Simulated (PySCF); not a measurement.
## Excitation energy of Ti²⁺ by level of theory

Ti²⁺ [Ar] 3d2 (3F) → Ti²⁺ [Ar] 3d1 4s1, s spin flipped, as a difference of total energies. Computed with PySCF 2.14 in def2-QZVPPD, with the non-relativistic Hamiltonian (point nucleus). Correlated levels: valence: [Ar] frozen; valence and next inner shell: [Ne] frozen. The calculations carry no spin-orbit coupling.

```
                                method  excitation energy (cm⁻¹)
                                   UHF                     41083
                                   LDA                     43486
                                   PBE                     44351
                                  PBE0                     44686
                                r2SCAN                     47673
                             BHandHLYP                     42999
                             CAM-B3LYP                     43183
                                   M06                     42932
                               wB97M-V                     44032
                         MP2 (valence)                     41020
                     SCS-MP2 (valence)                     40083
    MP2 (valence and next inner shell)                     40500
SCS-MP2 (valence and next inner shell)                     40479
```

The upper determinant mixes two multiplicities, so it lies between the two terms.
